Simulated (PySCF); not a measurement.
TaO₂, SMILES [Ta](=[O])=[O] (connectivity only; charge and spin as stated), neutral, multiplicity 2.

Geometry: PBE-D3(BJ)/def2-TZVP. The multiplicity is an assumed one; other spin states were not compared. The def2 effective core potentials stand for the cores of Ta; spin–orbit coupling is left out.

Level of theory: PySCF with PBE/def2-TZVPD.

Gas-phase values at a fixed geometry.

```
Property                                                                                                        Result
---------------------------------------------------------------------------------------------  -----------------------
total energy                                                                                        -207.47582 hartree
point group                                                                                                        C2v
α spin, highest occupied and lowest empty level                                                     -5.71 and -3.82 eV
β spin, highest occupied and lowest empty level                                                     -6.77 and -4.30 eV
dipole moment                                                                                                1.069 e·Å
quadrupole, principal values (traceless, Buckingham form, about the centre of nuclear charge)    -7.39, 2.34, 5.05 D·Å
mean static polarisability                                                                        62.9 bohr³ (9.32 Å³)
polarisability, principal values                                                                59.6, 61.2, 67.9 bohr³
⟨S²⟩                                                                                           0.759 (pure state 0.75)
```
